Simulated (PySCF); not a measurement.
C₅H₈Si.
Numbering: `[CH:1]#[C:2][C@H:3]1[CH2:4][CH2:5][SiH2:6]1` (hydrogens: H7 on C1; H8 on C3; H9, H10 on C4; H11, H12 on C5; H13, H14 on Si6)

Computed by this run: PySCF 2.14.0, PBE0-D3(BJ)/def2-SVP geometry optimisation, gas phase; density fitting, grid level 1; the optimiser is geomeTRIC in internal coordinates, started from a GFN2-xTB structure with every atom displaced at random (about 0.01 Å).

The end geometry, which sets the zero of energy:
```
atom  x, y, z in Å
C1      2.9872   -0.6019   -0.3076
C2      1.8261   -0.2769   -0.4416
C3      0.4441    0.1103   -0.5737
C4     -0.6633   -0.9248   -0.2035
C5     -1.7965    0.0209    0.2664
Si6    -0.4444    1.2920    0.6454
H7      4.0150   -0.8900   -0.1935
H8      0.2523    0.4978   -1.5909
H9     -0.3071   -1.5407    0.6376
H10    -0.9254   -1.6138   -1.0230
H11    -2.4230    0.3511   -0.5777
H12    -2.4527   -0.3662    1.0574
H13     0.0989    1.1996    2.0328
H14    -0.6186    2.7275    0.2641
```

**Question.** These geometries come from the run, each turned onto the end geometry. Order them by energy, lowest first.
A.
```
atom  x, y, z in Å
C1      2.8932   -0.6853   -0.1097
C2      1.7614   -0.2820   -0.3776
C3      0.4073    0.1587   -0.6483
C4     -0.6354   -0.8973   -0.3762
C5     -1.6932   -0.0450    0.3837
Si6    -0.4210    1.3752    0.6061
H7      3.8543   -0.9940    0.0957
H8      0.3904    0.5349   -1.6734
H9     -0.2784   -1.6924    0.2775
H10    -1.0662   -1.3537   -1.2729
H11    -2.5528    0.2236   -0.2187
H12    -2.0750   -0.5157    1.2959
H13     0.1942    1.4621    1.9100
H14    -0.7861    2.6959    0.1001
```
B.
```
atom  x, y, z in Å
C1      2.9634   -0.5753   -0.1213
C2      1.7993   -0.3307   -0.3680
C3      0.4459    0.1017   -0.6395
C4     -0.7151   -0.9061   -0.3550
C5     -1.7511   -0.0235    0.3964
Si6    -0.4137    1.3075    0.5841
H7      3.9699   -0.8861    0.0891
H8      0.3923    0.4918   -1.6705
H9     -0.3507   -1.7201    0.2878
H10    -1.1112   -1.3637   -1.2747
H11    -2.5945    0.2923   -0.2366
H12    -2.1705   -0.4746    1.3072
H13     0.2453    1.3917    1.9198
H14    -0.7164    2.6800    0.0735
```
C.
```
atom  x, y, z in Å
C1      2.9470   -0.6370   -0.1449
C2      1.8117   -0.2801   -0.3828
C3      0.4545    0.1365   -0.6335
C4     -0.6874   -0.8981   -0.3343
C5     -1.7536   -0.0270    0.3841
Si6    -0.4367    1.3150    0.5877
H7      3.9475   -0.9661    0.0563
H8      0.3565    0.5339   -1.6585
H9     -0.3001   -1.6873    0.3275
H10    -1.0496   -1.3981   -1.2469
H11    -2.5768    0.2732   -0.2816
H12    -2.1885   -0.4798    1.2859
H13     0.2073    1.4020    1.9327
H14    -0.7391    2.6979    0.1005
```
D.
```
atom  x, y, z in Å
C1      2.9720   -0.6461   -0.2963
C2      1.8272   -0.2736   -0.4467
C3      0.4454    0.1222   -0.5777
C4     -0.6546   -0.9212   -0.2212
C5     -1.7878    0.0124    0.2752
Si6    -0.4455    1.3026    0.6453
H7      4.0080   -0.9038   -0.1629
H8      0.2691    0.5153   -1.5954
H9     -0.2973   -1.5494    0.6085
H10    -0.9279   -1.5871   -1.0550
H11    -2.4536    0.3351   -0.5413
H12    -2.4138   -0.3843    1.0863
H13     0.0970    1.2361    2.0329
H14    -0.6456    2.7267    0.2404
```
E.
```
atom  x, y, z in Å
C1      2.9581   -0.6626   -0.2511
C2      1.8248   -0.2691   -0.4324
C3      0.4487    0.1341   -0.5962
C4     -0.6575   -0.9141   -0.2583
C5     -1.7767   -0.0016    0.3084
Si6    -0.4450    1.3120    0.6286
H7      3.9867   -0.9347   -0.0905
H8      0.2974    0.5288   -1.6168
H9     -0.2868   -1.5921    0.5241
H10    -0.9583   -1.5289   -1.1211
H11    -2.5006    0.3112   -0.4606
H12    -2.3408   -0.4177    1.1544
H13     0.1267    1.2972    2.0061
H14    -0.6839    2.7225    0.1976
```

**Answer.** D (0.007 eV), E (0.013 eV), C (0.029 eV), B (0.050 eV), A (0.269 eV).

In the order of the answer:

```json
{"step": "8", "E above end (eV)": "0.007", "largest force (eV/Å)": "0.21", "rms force component (eV/Å)": "0.069", "rms distance from end (Å)": "0.033", "rms bond change (Å)": "0.002", "bond most changed (Å)": "C5–Si6 +0.004"}
{"step": "7", "E above end (eV)": "0.013", "largest force (eV/Å)": "0.24", "rms force component (eV/Å)": "0.069", "rms distance from end (Å)": "0.097", "rms bond change (Å)": "0.002", "bond most changed (Å)": "C3–Si6 +0.004"}
{"step": "4", "E above end (eV)": "0.029", "largest force (eV/Å)": "0.11", "rms force component (eV/Å)": "0.039", "rms distance from end (Å)": "0.232", "rms bond change (Å)": "0.003", "bond most changed (Å)": "C3–C4 +0.009"}
{"step": "2", "E above end (eV)": "0.050", "largest force (eV/Å)": "0.34", "rms force component (eV/Å)": "0.087", "rms distance from end (Å)": "0.260", "rms bond change (Å)": "0.003", "bond most changed (Å)": "C4–C5 +0.006"}
{"step": "0", "E above end (eV)": "0.269", "largest force (eV/Å)": "3.82", "rms force component (eV/Å)": "0.919", "rms distance from end (Å)": "0.284", "rms bond change (Å)": "0.027", "bond most changed (Å)": "C3–C4 -0.052"}
```

The cost below is that of the whole optimisation. On an Arm Neoverse N1 with one thread, no GPU, shared host with 64 logical CPUs at a one-minute load of 61, this took 2.2 min of wall time and 0.50 GiB of memory at its peak.
